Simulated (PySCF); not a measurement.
One of the candidates below gave these computed data.

All candidates are C6H10FP.

- UV, strongest line: among the 8 lowest singlet transitions: S4 at 6.02 eV (206 nm, f = 0.134) [TDDFT CAM-B3LYP/def2-SVPD]
- Rotational structure: rotational constants A, B, C: 3.156, 1.141, 1.080 GHz [GFN2-xTB]
- Dipole: 2.63 D [CAM-B3LYP/def2-SVPD]
- UV, first state: lowest singlet excitation: 5.06 eV (245 nm, f = 0.094) [TDDFT CAM-B3LYP/def2-SVPD]
- Triplet: lowest triplet excitation (Tamm–Dancoff): 4.30 eV [TDA CAM-B3LYP/def2-SVPD]
- Polarisability: 96.5 au [CAM-B3LYP/def2-SVPD]
- 13C NMR: chemical shifts (computed TMS as zero) by class: 167.7 (1 C), 108.4 (1 C), 40.3 (1 C), 37.2 (1 C), 19.7 (1 C), 8.4 (1 C) ppm [GIAO PBE0/pcSseg-1]

Electronic properties: PySCF, gas phase, density fitting. Levels stand in brackets. One conformer (not necessarily the lowest) at the GFN2-xTB geometry, without solvent, vibrations or thermal averaging. NMR classes are plain means over equivalent atoms (diastereotopic ones count apart unless rotation or inversion swaps them), as if these changed places fast.

Question: Which candidate is it?
A. `C=C/P=C(\F)C(C)C`
B. `C=[P@@]1(C)CC=C(F)C1`
C. `CCC1=C(F)CPC1`

Answer: B. It is `C=[P@@]1(C)CC=C(F)C1`. Numbering: `[CH2:1]=[P@@:2]1([CH3:3])[CH2:4][CH:5]=[C:6]([F:7])[CH2:8]1`. 6 carbons fall into 6 classes; from least to most shielded: vinylic C–F carbon [C6] (167.7 ppm), alkene CH carbon [C5] (108.4 ppm), ring sp3 carbon bound to phosphorus [C8] (40.3 ppm), ring sp3 carbon bound to phosphorus [C4] (37.2 ppm), chain sp3 carbon bound to phosphorus [C3] (19.7 ppm), carbon bonded to P and 2 H [C1] (8.4 ppm). The optimised geometry has point group C1 and is an asymmetric top.

The others, at the same levels:
- `C=C/P=C(\F)C(C)C` fails: it has 5 carbon classes against 6; its computed 13C shifts are 234.0 (1 C), 145.6 (1 C), 136.2 (1 C), 42.7 (1 C), 23.5 (2 C) ppm, lowest singlet excitation is 4.85 eV (256 nm, f = 0.501) (against 5.06 eV) and lowest triplet excitation (Tamm–Dancoff) is 2.47 eV (against 4.30 eV).
- `CCC1=C(F)CPC1` fails: its computed 13C shifts are 166.9 (1 C), 127.9 (1 C), 29.0 (1 C), 28.0 (1 C), 25.5 (1 C), 15.0 (1 C) ppm, lowest singlet excitation is 6.09 eV (204 nm, f = 0.002) (against 5.06 eV) and strongest line among the 8 lowest singlet transitions is S7 at 7.38 eV (168 nm, f = 0.151) (against S4 at 6.02 eV).

Each candidate is one conformer, not necessarily the lowest. The conformers computed, where there is a choice (atom-mapped SMILES and torsion angles):
- `[CH2:1]=[CH:2]/[P:3]=[C:4](\[F:5])[CH:6]([CH3:7])[CH3:8]`: C1–C2–P3–C4 180°, P3–C4–C6–C7 119°

The conformers of `C=[P@@]1(C)CC=C(F)C1` and `CCC1=C(F)CPC1` aren't listed.
